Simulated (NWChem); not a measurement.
GaAsH$_{2}$F$_{2}$; SMILES [F][Ga]([F])[AsH2]

```xyz
6

Ga    -0.0004     0.7848     0.0002
As    -0.0004    -1.6014     0.0444
H      1.0958    -1.6122    -1.0156
H     -1.1124    -1.6148    -0.9990
F     -1.4467     1.7675     0.0301
F      1.4515     1.7595     0.0301
```
Atoms are numbered in this order, from 1.

Geometry: optimised at PBE0/def2-SVP.

**Question.** List the 4 lowest vertical singlet excitations from B3LYP/def2-SVPD, TDA (NWChem).

**Answer.** 
```tsv
state	energy (eV)	oscillator strength	leading excitation (squared amplitude)
S1	5.85	0.118	HOMO → LUMO+1 (0.47)
S2	6.25	0.131	HOMO → LUMO+1 (0.48)
S3	6.65	0.006	HOMO → LUMO+2 (0.96)
S4	6.79	0.112	HOMO−1 → LUMO (0.70)
```
